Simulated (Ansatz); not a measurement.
`CC(C)CC(C)C` + `F[Si](F)(F)S` → `CS[Si](F)(F)F` + `CCCC(C)C`  (substitution at a C–C bond)

Gas-phase electronic energies from Ansatz, PBE0-D4/def2-TZVP geometries. CCSD(T)/CBS is the MP2 limit (def2-TZVPP, def2-QZVPP) plus CCSD(T) − MP2 in def2-TZVPP, frozen cores. Functionals use def2-TZVPP. B3LYP here is the variant with VWN-RPA as its local correlation; programs differ in this. Each species was taken in one conformer, which may not be the lowest.

`CC(C)CC(C)C`:

Z-matrix (Å, degrees):
```
C
C 1 1.522
H 1 1.095 2 110.6
H 1 1.093 2 110.9 3 -119.4
H 1 1.092 2 112.2 3 120.3
C 2 1.527 1 112.3 3 -58.2
C 2 1.522 1 110.6 3 64.9
H 2 1.097 1 108.1 3 -177.6
C 6 1.527 2 116.9 1 -58.2
H 6 1.098 2 108.2 1 64.6
H 6 1.098 2 108.5 1 179.1
H 7 1.093 2 111.4 1 58.1
H 7 1.093 2 111.4 1 178.6
H 7 1.095 2 110.7 1 -61.7
C 9 1.522 6 112.3 2 -58.2
C 9 1.522 6 110.0 2 178.3
H 9 1.097 6 108.3 2 61.0
H 15 1.092 9 112.2 6 62.0
H 15 1.093 9 110.9 6 -177.6
H 15 1.095 9 110.6 6 -58.3
H 16 1.093 9 111.4 6 -177.4
H 16 1.093 9 111.4 6 -56.9
H 16 1.095 9 110.7 6 62.8
```

`F[Si](F)(F)S`:

Z-matrix (Å, degrees):
```
Si
F 1 1.574
F 1 1.573 2 106.1
F 1 1.571 2 108.6 3 -116.5
S 1 2.089 2 112.9 3 124.2
H 5 1.346 1 92.3 2 -59.8
```

`CS[Si](F)(F)F`:

Cartesian coordinates in Å:
```
C 0.145 1.388 -0.604
S 0.182 0.741 1.101
Si -0.125 -1.269 0.662
F -1.486 -1.529 -0.092
F -0.136 -2.089 2.003
F 0.992 -1.866 -0.279
H 0.302 2.462 -0.518
H -0.822 1.205 -1.070
H 0.946 0.957 -1.202
```

`CCCC(C)C`:

Z-matrix (Å, degrees):
```
C
C 1 1.520
H 1 1.094 2 111.0
H 1 1.093 2 111.9 3 120.0
H 1 1.092 2 111.2 3 -119.9
C 2 1.524 1 114.0 3 -55.5
H 2 1.095 1 109.6 3 -179.1
H 2 1.095 1 109.1 3 65.7
C 6 1.528 2 116.1 1 -59.8
H 6 1.098 2 109.0 1 177.7
H 6 1.097 2 108.7 1 62.6
C 9 1.522 6 110.1 2 177.8
C 9 1.522 6 112.2 2 -58.6
H 9 1.097 6 108.2 2 60.5
H 12 1.093 9 111.4 6 -177.4
H 12 1.095 9 110.7 6 62.8
H 12 1.093 9 111.4 6 -56.9
H 13 1.093 9 111.0 6 -178.0
H 13 1.095 9 110.6 6 -58.6
H 13 1.092 9 112.2 6 61.7
```

```tsv
level	ΔE (kJ/mol)	difference from CCSD(T)/CBS
PBE-D4	10.8	-7.1
r2SCAN-D4	14.0	-3.9
B3LYP-D4	10.9	-7.0
ωB97X-V	15.1	-2.8
B2PLYP	13.5	-4.4
PBE	9.5	-8.4
r2SCAN	13.3	-4.6
PBE0	12.0	-5.9
HF/def2-TZVPP	11.8	-6.1
MP2/def2-TZVPP	21.0	3.1
SCS-MP2/def2-TZVPP	18.5	0.6
CCSD(T)/def2-TZVPP	20.6	2.7
HF/def2-QZVPP	11.9	-6.0
MP2/def2-QZVPP	19.4	1.5
MP2/CBS(def2)	18.2	0.3
CCSD/CBS(def2)	17.7	-0.2
CCSD(T)/CBS	17.9	0
```

Largest T1 diagnostic among the species: 0.012.

In def2-TZVPP, CCSD(T) changes the Hartree–Fock value by +8.8 kJ/mol (the triples alone add +0.2 kJ/mol) and MP2 by +9.1 kJ/mol.
